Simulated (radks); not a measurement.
Species: neutral cobalt. Configuration: [Ar] 3d5 4s2 4p2 (not the ground configuration). Calculated with a radial shooting solver on a logarithmic mesh with Libxc functionals: Dirac Kohn-Sham, PBE, spin-unpolarised, spherical densities, finite nucleus; open shells are shared between the two j in proportion to 2j + 1; Fermi nuclear charge, rms radius 3.7875 fm.

Unscreened Slater integrals over Kohn-Sham orbitals (hartree). Large and small components are both included.

| integral | value |
|---|---|
| F0(4p3/2,4p3/2) | 0.28465 |
| F2(4p3/2,4p3/2) | 0.14597 |
| F0(4p3/2,4p1/2) | 0.28642 |
| G2(4p3/2,4p1/2) | 0.14684 |
| F0(4p3/2,4s1/2) | 0.31889 |
| G1(4p3/2,4s1/2) | 0.20146 |
| F0(4p3/2,3d5/2) | 0.37487 |
| F2(4p3/2,3d5/2) | 0.073021 |
| G1(4p3/2,3d5/2) | 0.026889 |
| G3(4p3/2,3d5/2) | 0.023113 |
| F0(4p1/2,4p1/2) | 0.28822 |
| F0(4p1/2,4s1/2) | 0.32145 |
| G1(4p1/2,4s1/2) | 0.20487 |
| F0(4p1/2,3d5/2) | 0.37921 |
| G3(4p1/2,3d5/2) | 0.023918 |
| F0(4s1/2,4s1/2) | 0.37018 |
| F0(4s1/2,3d5/2) | 0.47133 |
| G2(4s1/2,3d5/2) | 0.048216 |
| F0(3d5/2,3d5/2) | 1.0091 |
| F2(3d5/2,3d5/2) | 0.47303 |
| F4(3d5/2,3d5/2) | 0.29557 |
